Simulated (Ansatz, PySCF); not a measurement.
Spin states of H3Ta (SMILES [TaH3]), each relaxed with B3LYP-D3(BJ)/def2-TZVP.
State 1 (charge 0, multiplicity 3):
```csv
atom,x (Å),y (Å),z (Å)
Ta,-0.0345,0.0107,-0.0223
H,-1.7762,-0.1486,-0.4623
H,0.6598,-0.8105,1.4017
H,1.0928,1.0153,-0.9732
```
State 2 (charge 0, multiplicity 1):
```xyz
4

Ta    -0.0145     0.0166    -0.0141
H     -1.7262    -0.1452    -0.4505
H      0.6216    -0.8289     1.4097
H      1.0611     1.0244    -1.0011
```

```
level                              energy of the multiplicity-1 state less that of the multiplicity-3 state (kcal/mol)  cost
---------------------------------  -----------------------------------------------------------------------------------  ----
SVWN5/def2-TZVPP                                                                                                 12.67  ×0.7
PBE/def2-TZVPP                                                                                                   15.24    ×1
BLYP-D3(BJ)/def2-TZVPP                                                                                           10.36    ×1
BLYP-D4/def2-TZVPP                                                                                               10.35    ×1
r2SCAN/def2-TZVPP                                                                                                19.84    ×2
B97M-V/def2-TZVPP                                                                                                11.46    ×3
r2SCANh/def2-TZVPP                                                                                               20.37    ×2
B3LYP/def2-TZVPP                                                                                                 11.73  ×0.9
PBE0/def2-TZVPP                                                                                                  17.16    ×1
PBE0-D4/def2-TZVPP                                                                                               17.15    ×1
CAM-B3LYP-D3(BJ)/def2-TZVPP                                                                                      12.87    ×1
B2PLYP/def2-TZVPP                                                                                                11.53    ×1
B2PLYP-D4/def2-TZVPP                                                                                             11.53    ×1
CCSD(T)/CBS(def2-SVP, def2-TZVPP)                                                                                 9.55   ×10
```

The rows run from 9.55 (CCSD(T)/CBS(def2-SVP, def2-TZVPP)) to 20.37 kcal/mol (r2SCANh/def2-TZVPP). The dispersion term adds -0.01 in PBE0-D4, 0.00 in B2PLYP-D4. The 8 functionals in def2-TZVPP without D3 or D4 span 8.91, from B97M-V to r2SCANh.

Singlets are restricted, other states unrestricted; no spin–orbit coupling, no relativity up to Kr; see below for the cores. The largest T1 diagnostic is 0.024.

Correlated levels freeze the inner cores; with def2 sets outer-core shells near the valence are correlated too. CBS: X⁻³ extrapolation of the correlation energy, Hartree–Fock from the larger set.

Doubts at one or more of the structures used: a restricted determinant that unrestricted orbitals would lower (B2PLYP/def2-TZVPP, B2PLYP-D4/def2-TZVPP, CCSD(T)/CBS(def2-SVP, def2-TZVPP)).

Programs: Ansatz (Gaussian basis) for Hartree–Fock, density functionals and correlated methods; PySCF for the dispersion terms.  In def2 rows elements past Kr take small-core potentials, without spin–orbit coupling.

Costs are rough ratios of core time to PBE/def2-TZVPP (about 7 s over the structures, on one shared machine); a dash marks a level with no comparable run of its own.

Ansatz is a first-principles code.
